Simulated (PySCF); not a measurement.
H₃NSe (SMILES N[SeH]), singlet, at a GFN2-xTB geometry, with bond 5-3 at 1.4 times its length. Base run: CASSCF(2,3)/6-31G* (PySCF).

Input for PySCF:
```python
from pyscf import gto, scf, mcscf
import numpy

mol = gto.M(
    atom='''
Se   -0.037881    0.311987    0.232875
H    -1.257892    0.781923   -0.447017
N     0.344747   -1.211522   -0.729148
H     0.529788   -1.007783   -1.706305
H    -0.693923   -2.176842   -0.632876
''',
    basis='6-31g*',
    charge=0,
    spin=0,
    verbose=4,
)

mf = scf.RHF(mol)
mf.kernel()
mc = mcscf.CASSCF(mf, 3, 2)
mc.fix_spin_(ss=0.0)
mc.kernel()
occ = numpy.linalg.eigvalsh(mc.fcisolver.make_rdm1(mc.ci, mc.ncas, mc.nelecas))[::-1]
ss = mc.fcisolver.spin_square(mc.ci, mc.ncas, mc.nelecas)[0]
print('natural occupations', occ.round(4), ' <S^2>', round(ss, 4))
```

Each row names what was changed in the base input (with any setting that the change needs).

| change | ΔE vs base (mEh) | natural occupations | <S^2> of the state | core-seconds (rough) | outcome |
|---|---|---|---|---|---|
| base | 0.000 | 1.92 0.07 0.00 | 0.00 | 5 | converged |
| orbitals = fixed (CASCI) | 37.000 | 2.00 0.00 0.00 | 0.00 | 0.8 | converged |
| active space = 8 electrons, 7 orbitals | - | - | - | - | not converged |
| active space = 8 electrons, 8 orbitals | -74.298 | 1.98 1.97 1.96 1.93 0.07 0.04 0.03 0.02 | 0.00 | 6 | converged |
| solver = newton | 22.988 | 1.98 0.02 0.01 | 0.00 | 7 | converged |
| active space = 6 electrons, 7 orbitals | -64.030 | 1.98 1.97 1.92 0.07 0.03 0.02 0.00 | 0.00 | 6 | converged |
| active space = 2 electrons, 2 orbitals | 1.943 | 1.92 0.08 | 0.00 | 2 | converged |
| active space = 2 electrons, 4 orbitals | 20.300 | 1.97 0.01 0.01 0.00 | 0.00 | 4 | converged |
| conv_tol = 1e-5 | 23.199 | 1.98 0.02 0.01 | 0.00 | 7 | converged |
| fix_spin_ = off | 0.000 | 1.92 0.07 0.00 | 0.00 | 4 | converged |
| orbitals = fixed (CASCI); correction = SC-NEVPT2 | -425.8 | 2.00 0.00 0.00 | 0.00 | 0.6 | converged |

Active orbitals are taken around the Fermi level unless the row says otherwise; CASSCF can end in different local minima, and two programs can end on different orbitals. State-averaged rows give the lowest state.
